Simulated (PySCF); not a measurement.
Compound: C₃H₁₀GaN.
Bonds: C1–C2 (double), C2–C3, C3–Ga4, Ga4–N5. Hydrogens: H6, H7 on C1; H8 on C2; H9, H10 on C3; H11, H12 on Ga4; H13, H14, H15 on N5.

Level: PBE0/def2-SVPD in PySCF, non-relativistic, on one gas-phase PBE0-D3(BJ)/def2-SVP geometry that isn't relaxed in the solvent. The solvent is an IEF-PCM continuum (Bondi radii, 1.10 Å for H, scaled by 1.2). Specific hydrogen bonds and non-electrostatic terms are outside this model. Spin–orbit coupling is left out although an atom past zinc is present.

Gas phase at PBE0/def2-SVPD: HOMO -6.36 eV, LUMO -0.12 eV, dipole 3.65 D.

Question: What does the continuum do to the energy, the frontier levels and the dipole at PBE0/def2-SVPD in chloroform and acetonitrile?

Answer: 
```csv
solvent,ε,E(solvent) − E(gas) (kJ/mol),polarisation term (kJ/mol),distortion of the solute (kJ/mol),HOMO (eV),LUMO (eV),dipole (D)
chloroform,4.711,-26.39,-30.32,3.93,-6.34,0.18,4.55
acetonitrile,35.69,-36.33,-44.14,7.81,-6.34,0.18,4.95
```

Polarisation term: ½ Σ q·V over the induced surface charges. Distortion: the rise of the solute's own energy as its density leaves the gas-phase optimum. The atom shares or the degeneracy of the LUMO differ from the gas phase in chloroform and acetonitrile, so that column needn't follow one orbital. From chloroform to acetonitrile the lowering changes by a factor 1.38, Onsager's factor (ε − 1)/(2ε + 1) by 1.35 and ε itself by 7.6.

Question: Which radius a makes the point-dipole formula ΔE = −[(ε − 1)/(2ε + 1)]·μ²/a³ give the value in acetonitrile, with the gas-phase dipole?

Answer: μ = 1.434 au and |ΔE| = 0.01384 Eh give a = 2.19 Å; the farthest nucleus lies 3.00 Å from the centroid of the nuclei, so such a sphere wouldn't even hold the nuclei. The formula assumes a rigid point dipole at the centre of a sphere.

Question: How does the static polarisability (PBE0/def2-SVPD, frozen core, with the continuum's full static response) change?

Answer: 
```json
{"medium": "gas", "isotropic (au)": "84.4", "principal values (au)": "73.0, 77.7, 102.4", "⟨r²⟩ of the electrons (bohr²)": "806.7"}
{"medium": "chloroform", "isotropic (au)": "107.2", "principal values (au)": "93.8, 97.1, 130.7", "⟨r²⟩ of the electrons (bohr²)": "807.0"}
{"medium": "acetonitrile", "isotropic (au)": "118.7", "principal values (au)": "104.7, 108.0, 143.5", "⟨r²⟩ of the electrons (bohr²)": "807.2"}
```

The isotropic value in acetonitrile is 1.41 times the gas-phase one; no cavity-field correction is applied. ⟨r²⟩ is taken about the centre of nuclear charge.

Shape of the structure used: `[CH2:1]=[CH:2][CH2:3][GaH2-:4][NH3+:5]`: C1–C2–C3–Ga4 99°, C2–C3–Ga4–N5 -48°.
